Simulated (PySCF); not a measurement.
# Interval between two levels of Fe³⁺ by level of theory

Fe³⁺ [Ar] 3d5 [6S5/2, M_J = 5/2] → Fe³⁺ [Ar] 3d4 4p1 [6F11/2, M_J = 11/2], as a difference of total energies. All numbers are calculated (PySCF 2.14, the two-component X2C-1e Hamiltonian, in x2c-TZVPall-2c). Correlated levels: [Ne] frozen. "Screened" scales the spin-orbit matrix elements by Boettger's factors to mimic the two-electron term; Breit and QED terms are absent.

```tsv
method	interval between two levels (cm⁻¹)
GHF (spin-free)	185060
GMP2 (spin-free)	188020
GHF (screened spin-orbit)	186110
GMP2 (screened spin-orbit)	189090
```

The labels give the starting determinants; with spin-orbit coupling the two ends relaxed to ⟨J²⟩ = 8.75, ⟨L²⟩ = 0.00, ⟨S²⟩ = 8.75 and ⟨J²⟩ = 35.75, ⟨L²⟩ = 12.01, ⟨S²⟩ = 8.75.
